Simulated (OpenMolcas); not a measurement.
Ti2+: moving the ligands

Ti2+ with 6 ligands (bromide) in octahedral coordination (Oh) at 2.77 Å. A charge of +0.667 e stands 2.6 Å behind each ligand. Ligand basis ANO-RCC-VDZP.

- Program: OpenMolcas
- Method: SS-CASPT2, IPEA 0.25 Eh, imaginary shift 0.1 Eh (closed shells correlated: 3s 3p and the ligand valence shells)
- Basis: ANO-RCC-VTZP [6s5p3d2f1g]
- Scalar Hamiltonian: DKH2, point nucleus
- Active space: 2 electrons in 5 orbitals (3d)
- State averaging: 2S+1 = 3 even, 10 roots; 2S+1 = 1 even, 15 roots
- Spin-orbit coupling: state interaction with AMFI integrals over the reference wave functions

Runs around this geometry, states (labels of O, the rotations of Oh). Energies in cm-1 above the lowest state or level, χT in cm3 K/mol; under a threefold ground state the first gap can be a small split of the lowest multiplet, not the spin-orbit step.

| R (Å) | Ground state | First state of that spin | First gap with spin-orbit (degeneracies) | χT at 300 K | First state of another spin |
| --- | --- | --- | --- | --- | --- |
| 2.74 | 3T1 | 3T2 5280 | 4 (2, 3) | 1.135 | 1T2 7550 |
| 2.77 | 3T1 | 3T2 5020 | 4 (2, 3) | 1.139 | 1T2 7450 |
| 2.86 | 3T1 | 3T2 4250 | 5 (2, 3) | 1.149 | 1T2 7680 |

Taking the first state of the same spin as R^-n, n = -ln(4250 / 5280) / ln(2.86 / 2.74) = 5.1 between the shortest and longest distance.

Roots that are degenerate in the reference are averaged as groups; the widest CASPT2 spread within a group is 370 cm-1 (the 3-fold group of multiplicity 3 near 13600 cm-1 above the lowest state of its run, R = 2.74). Shifts and gaps below about the spread of the groups concerned are not significant. Over all roots computed the reference weight is 0.68 to 0.70 in R = 2.74, 0.68 to 0.70 in R = 2.77, 0.68 to 0.70 in R = 2.86; a low but even weight reflects the number of correlated electrons. An orbital triplet at a regular site is open to Jahn-Teller coupling, which can distort the site and quench the lowest spin-orbit gaps and is left out. Ligand-to-metal charge-transfer states are missing. These CASPT2 states fit no ligand-field parameters well, so their order and spin gaps are uncertain. With no ligand orbital active B as a rule stays too high, so bands that hang on it stand too high and its fall with covalency is understated. With one d shell and no ligand orbital active, 10Dq can be off by tens of per cent for divalent 3d ions, low with halides held by bare charges and at times high in hosts. Free-ion shares, where given, are those of the reference states; single-state CASPT2 does not remix them. No measured value stands beside these numbers; the geometry was imposed, not optimised, and the real ion may take another.
